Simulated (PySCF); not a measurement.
Gas-phase thermal properties of GaCl₃

Computed with PySCF (xtb for GFN2) and rigid-rotor harmonic-oscillator thermochemistry at 1 bar. 6-31G* has spherical d functions here. All species are closed-shell singlets. B3LYP is the form with VWN-RPA correlation. Ga: all electrons, no relativistic terms. The harmonic model lacks anharmonicity and excited electronic states, which grow with temperature; levels with a mode under 35 cm⁻¹ are left out.

```csv
level,point group,σ,ZPE (kJ/mol),S°298 (J/mol/K),Cp298 (J/mol/K),S°1000 (J/mol/K),H1000 − H298 (kJ/mol)
B3LYP/6-31G*,D3h,6,9.8,327.5,75.3,424.2,56.6
GFN2-xTB,D3h,6,8.6,332.4,76.8,429.9,56.9
HF/6-31G*,D3h,6,10.5,323.9,74.4,420.2,56.3
PBE/def2-SVP,D3h,6,9.8,327.8,75.3,424.5,56.5
PBE0/def2-TZVP,D3h,6,10.2,325.8,74.8,422.2,56.4
```
σ: rotational symmetry number. Electronic degeneracy used: 1. Frequencies are unscaled.
